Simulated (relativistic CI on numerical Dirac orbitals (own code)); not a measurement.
Method of calculation: Dirac equation for one electron, model QED (radiative potential, 1s self-energy scaled to tabulated hydrogen-like ionisation energies) (own radial code, finite nucleus).

Configuration list: 1s, 2p, 2s, 3p, 3s, 3d, 4p, 4s, 4d, 4f, 5s, 5p, 5d, 5f, 5g, 6s, 6p, 6d. Levels of other configurations are missing.

Outline of the computed level scheme of He II. Lowest level of each configuration: 1s ²S1/2 at 0.0000 eV; 2p ²P°1/2 at 40.8130 eV; 2s ²S1/2 at 40.8131 eV; 3p ²P°1/2 at 48.3713 eV; 3s ²S1/2 at 48.3713 eV; 3d ²D3/2 at 48.3715 eV; 4p ²P°1/2 at 51.0167 eV; 4s ²S1/2 at 51.0167 eV; 4d ²D3/2 at 51.0168 eV.

Some strong electric-dipole decays among the lowest 14 levels: 2p ²P°1/2 → 1s ²S1/2 (1.0e+10 s⁻¹); 2p ²P°3/2 → 1s ²S1/2 (1.0e+10 s⁻¹); 3p ²P°3/2 → 1s ²S1/2 (2.7e+09 s⁻¹); 3p ²P°1/2 → 1s ²S1/2 (2.7e+09 s⁻¹); 4p ²P°3/2 → 1s ²S1/2 (1.1e+09 s⁻¹); 4p ²P°1/2 → 1s ²S1/2 (1.1e+09 s⁻¹); 3d ²D5/2 → 2p ²P°3/2 (1.0e+09 s⁻¹); 3d ²D3/2 → 2p ²P°1/2 (8.6e+08 s⁻¹).

Rates of lines that live on the mixing of spin multiplicities can be off by large factors.
